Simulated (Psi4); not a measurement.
Psi4 input (wB97X-D/6-311+G**):

```
memory 1500 MB

molecule {
0 1
Al   -0.00000000   -0.00000000   -1.71036300
O     0.00000000    0.00000000    0.00000000
Al    0.00000000    0.00000000    1.71036300
symmetry c1
no_reorient
no_com
}

set {
  basis 6-311+G**
  reference rks
  scf_type pk
  dft_radial_points 99
  dft_spherical_points 590
  e_convergence 1e-8
  d_convergence 1e-7
  maxiter 150
}

e = energy('wb97x-d')
print_out(f'\nFINAL {e:.10f} DIPOLE {variable("CURRENT DIPOLE")[0]:.6f} {variable("CURRENT DIPOLE")[1]:.6f} {variable("CURRENT DIPOLE")[2]:.6f}\n')
```

Output:

```
   => Loading Basis Set <=

    Name: 6-311+G**
    Role: ORBITAL
    Keyword: BASIS
    atoms 1, 3 entry AL         line   312 file 6-311pgss.gbs
    atoms 2    entry O          line   171 file 6-311pgss.gbs

   => WB97X-D: Empirical Dispersion <=

    Chai and Head-Gordon Dispersion Correction
    Chai, J.-D.; Head-Gordon, M. (2010), J. Chem. Phys., 132: 6615-6620

        s6 =       1.000000

         ---------------------------------------------------------
                                   SCF
               by Justin Turney, Rob Parrish, Andy Simmonett
                          and Daniel G. A. Smith
                              RKS Reference
         ---------------------------------------------------------

  ==> Geometry <==

    Molecular point group: c1
    Full point group: D_inf_h

    Geometry (in Angstrom), charge = 0, multiplicity = 1:

       Center              X                  Y                   Z               Mass
    ------------   -----------------  -----------------  -----------------  -----------------
         AL           0.000000000000     0.000000000000    -1.710363000000    26.981538530000
         O            0.000000000000     0.000000000000     0.000000000000    15.994914619570
         AL           0.000000000000     0.000000000000     1.710363000000    26.981538530000

  Running in c1 symmetry.

  Rotational constants: A = ************  B =      0.10679  C =      0.10679 [cm^-1]
  Rotational constants: A = ************  B =   3201.42924  C =   3201.42924 [MHz]
  Nuclear repulsion =   90.497943489759180

  Charge       = 0
  Multiplicity = 1
  Electrons    = 34
  Nalpha       = 17
  Nbeta        = 17

  ==> Algorithm <==

  SCF Algorithm Type is PK.
  DIIS enabled.
  MOM disabled.
  Fractional occupation disabled.
  Guess Type is SAD.
  Energy threshold   = 1.00e-08
  Density threshold  = 1.00e-07
  Integral threshold = 1.00e-12

  ==> Primary Basis <==

  Basis Set: 6-311+G**
    Blend: 6-311+G**
    Number of shells: 38
    Number of basis functions: 82
    Number of Cartesian functions: 85
    Spherical Harmonics?: true
    Max angular momentum: 2

  ==> DFT Potential <==

   => LibXC <=

    Version 7.1.2
    S. Lehtola, C. Steigemann, M. J. T. Oliveira, and M. A. L. Marques,  SoftwareX 7, 1–5 (2018) (10.1016/j.softx.2017.11.002)

   => Composite Functional: WB97X-D <=

    wB97X-D Hyb-GGA Exchange-Correlation Functional

    J.-D. Chai and M. Head-Gordon,  Phys. Chem. Chem. Phys. 10, 6615–6620 (2008) (10.1039/B810189B)

    Deriv               =              1
    GGA                 =           TRUE
    Meta                =          FALSE

    Exchange Hybrid     =           TRUE
    MP2 Hybrid          =          FALSE

   => Exchange-Correlation Functionals <=

    1.0000   wB97X-D range-separated functional

   => Exact (HF) Exchange <=

    0.7780            HF,LR [omega = 0.2000]
    0.2220               HF

   => LibXC Density Thresholds  <==

    XC_HYB_GGA_XC_WB97X_D:  1.00E-14

   => Molecular Quadrature <=

    Radial Scheme          =       TREUTLER
    Pruning Scheme         =           NONE
    Nuclear Scheme         =       TREUTLER

    Blocking Scheme        =         OCTREE
    BS radius alpha        =              1
    Pruning alpha          =              1
    Radial Points          =             99
    Spherical Points       =            590
    Total Points           =         168792
    Total Blocks           =           1385
    Max Points             =            256
    Max Functions          =             75
    Weights Tolerance      =       1.00E-15

  ==> Integral Setup <==

  Using in-core PK algorithm.
   Calculation information:
      Number of atoms:                   3
      Number of AO shells:              38
      Number of primitives:             69
      Number of atomic orbitals:        85
      Number of basis functions:        82

      Integral cutoff                 1.00e-12
      Number of threads:                 1

  Performing in-core PK
  Using 17375718 doubles for integral storage.
  We computed 241155 shell quartets total.
  Whereas there are 274911 unique shell quartets.

  Computing range-separated integrals for PK
  We computed 241155 wK shell quartets total.
  Whereas there are 274911 wK unique shell quartets.

  ==> DiskJK: Disk-Based J/K Matrices <==

    J tasked:                  Yes
    K tasked:                  Yes
    wK tasked:                 Yes
    Omega:               2.000E-01
    Schwarz Cutoff:          1E-12


  Cached 100.0% of DFT collocation blocks in 0.310 [GiB].

  Minimum eigenvalue in the overlap matrix is 4.3937552904E-04.
  Reciprocal condition number of the overlap matrix is 6.6442860404E-05.
    Using symmetric orthogonalization.

  ==> Pre-Iterations <==

  SCF Guess: Superposition of Atomic Densities via on-the-fly atomic UHF (no occupation information).

   -------------------------
    Irrep   Nso     Nmo
   -------------------------
     A         82      82
   -------------------------
    Total      82      82
   -------------------------

  ==> Iterations <==

                        Total Energy        Delta E     RMS |[F,P]|

   @RKS iter SAD:  -559.07130736182205   -5.59071e+02   0.00000e+00
   @RKS iter   1:  -559.82941205071018   -7.58105e-01   1.15359e-02 DIIS/ADIIS
   @RKS iter   2:  -558.94700269449015    8.82409e-01   2.00791e-02 DIIS/ADIIS
   @RKS iter   3:  -560.15437381597792   -1.20737e+00   1.08249e-03 DIIS/ADIIS
   @RKS iter   4:  -560.15659971902562   -2.22590e-03   3.60672e-04 DIIS/ADIIS
   @RKS iter   5:  -560.15687950090751   -2.79782e-04   7.49401e-05 DIIS
   @RKS iter   6:  -560.15691772309901   -3.82222e-05   1.19388e-05 DIIS
   @RKS iter   7:  -560.15691975106915   -2.02797e-06   4.80907e-06 DIIS
   @RKS iter   8:  -560.15691988080368   -1.29735e-07   5.31914e-07 DIIS
   @RKS iter   9:  -560.15691988269930   -1.89561e-09   6.97165e-08 DIIS
  Energy and wave function converged.

  ==> Post-Iterations <==

   Electrons on quadrature grid:
      Ntotal   =   34.0000000401 ; deviation = 4.014e-08

    Orbital Energies [Eh]
    ---------------------

    Doubly Occupied:

       1A    -56.166462     2A    -56.166455     3A    -19.218082
       4A     -4.237814     5A     -4.237722     6A     -2.777967
       7A     -2.777967     8A     -2.777966     9A     -2.777966
      10A     -2.773181    11A     -2.773154    12A     -1.032087
      13A     -0.547061    14A     -0.422204    15A     -0.422204
      16A     -0.328291    17A     -0.291085

    Virtual:

      18A      0.014576    19A      0.014576    20A      0.018479
      21A      0.018479    22A      0.052990    23A      0.063786
      24A      0.070442    25A      0.092876    26A      0.092876
      27A      0.098911    28A      0.098911    29A      0.121367
      30A      0.136871    31A      0.169623    32A      0.269789
      33A      0.269789    34A      0.283631    35A      0.283631
      36A      0.287827    37A      0.287827    38A      0.308250
      39A      0.328408    40A      0.375049    41A      0.397793
      42A      0.403292    43A      0.564049    44A      0.564049
      45A      0.570389    46A      0.570390    47A      0.574035
      48A      0.574035    49A      0.641098    50A      0.768079
      51A      0.768079    52A      0.819577    53A      0.856834
      54A      0.856834    55A      0.878227    56A      0.878227
      57A      0.913132    58A      0.976671    59A      1.080578
      60A      1.211579    61A      1.211579    62A      1.657059
      63A      1.786215    64A      2.912704    65A      2.912705
      66A      3.009888    67A      3.009888    68A      3.378968
      69A      4.367040    70A      4.631457    71A      5.125258
      72A      5.125258    73A      5.297300    74A      8.084272
      75A      8.084272    76A      8.112951    77A      8.112951
      78A      8.267200    79A      8.551648    80A     50.022081
      81A    120.340543    82A    120.744220

    Final Occupation by Irrep:
              A
    DOCC [    17 ]
    NA   [    17 ]
    NB   [    17 ]

  @RKS Final Energy:  -560.15691988269930

   => Energetics <=

    Nuclear Repulsion Energy =             90.4979434897591801
    One-Electron Energy =                -959.0998647753499426
    Two-Electron Energy =                 341.5502944744490037
    DFT Exchange-Correlation Energy =     -33.1047174481715842
    Empirical Dispersion Energy =          -0.0005756233859642
    VV10 Nonlocal Energy =                  0.0000000000000000
    Total Energy =                       -560.1569198826992988

Computation Completed

Properties will be evaluated at   0.000000,   0.000000,   0.000000 [a0]

Properties computed using the SCF density matrix

 Multipole Moments:

 ------------------------------------------------------------------------------------
     Multipole            Electronic (a.u.)      Nuclear  (a.u.)        Total (a.u.)
 ------------------------------------------------------------------------------------

 L = 1.  Multiply by 2.5417464519 to convert [e a0] to [Debye]
 Dipole X            :          0.0000000            0.0000000            0.0000000
 Dipole Y            :         -0.0000000            0.0000000           -0.0000000
 Dipole Z            :         -0.0000000            0.0000000           -0.0000000
 Magnitude           :                                                    0.0000000

 ------------------------------------------------------------------------------------

FINAL -560.1569198827 DIPOLE 0.000000 -0.000000 -0.000000

*** Psi4 exiting successfully. Buy a developer a beer!
```

The geometry given is a B3LYP-D3(BJ)/def2-TZVP minimum.
